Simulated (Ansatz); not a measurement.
Ansatz (a first-principles code) input (PBE0/STO-3G):

Ansatz 0.2 input:
```yaml
crystal:
  periodic: [false, false, false]
  atoms:
    - {symbol: N, position_ang: [-0.00000000, -0.00000000, -1.00555951]}
    - {symbol: P, position_ang: [0.00000000, 0.00000000, 0.46926111]}
basis:
  gaussian:
    orbitals: STO-3G
hamiltonian:
  xc: {name: PBE0}
total_charge: 1
magnetization: {spin_polarized: true, initial_magnetization: 1}
```

Output:

```
Functional definition: PBE0
integrals: 0.00 GiB planned
160 factors; integrals over basis functions are off by at most 2.7e-5 eV
mean field: 0.06 GiB planned
mean field evaluation 1: about -10617.2222 eV, gradient 5.2e1 eV
mean field evaluation 2: about -10552.4199 eV, gradient 8.5e1 eV
mean field evaluation 4: about -10636.2540 eV, gradient 1.8e1 eV
mean field evaluation 8: about -10638.2832 eV, gradient 2.9e-1 eV
mean field evaluation 16: about -10638.2854 eV, gradient 1.9e-5 eV
mean field -10638.28536255 eV, -390.9497761848 hartree, gradient 1.9e-5 eV, S^2 0.802131; 1 other end points of the search recorded, 0 dependent functions left out
reference -10638.28537176 eV, -390.9497765234 hartree; 11, 10 occupied and 3, 4 virtual orbitals, 160 factors
Total energy: -10638.28537176 eV, -390.9497765234 hartree
```
